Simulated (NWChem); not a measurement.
A series in which one site is exchanged, each optimised at PBE0/def2-SVP with NWChem, gas phase unless a solvent is named. All stand in one matching conformer (torsions within 35°), which need not be the lowest. For some, no frequency run checked for a minimum. def2 effective core potentials on Zr; no spin-orbit coupling.

A: O[Si](Cl)(Cl)Cl (SiHOCl3; site = Si)
B: [Ti]([OH])([Cl])([Cl])[Cl] (TiHOCl3; site = Ti)
C: [OH][Zr]([Cl])([Cl])[Cl] (ZrHOCl₃; site = Zr)

```
quantity                                               A     B    C
--------------------------------------------------  ----  ----  ---
dipole (D), PBE0/def2-SVP                           1.82  2.85  [?]
orbital gap (eV), PBE0/def2-SVP                     9.39  5.91  [?]
static polarisability, PBE/def2-SVPD (bohr³)        70.6  87.6  [?]
lowest singlet excitation, PBE/def2-SVPD, TDA (eV)  6.60  3.84  [?]
```

Q: What belongs in the gaps?

A: 
- dipole (D), PBE0/def2-SVP, C: 3.09
- orbital gap (eV), PBE0/def2-SVP, C: 7.37
- static polarisability, PBE/def2-SVPD (bohr³), C: 91.2
- lowest singlet excitation, PBE/def2-SVPD, TDA (eV), C: 5.17
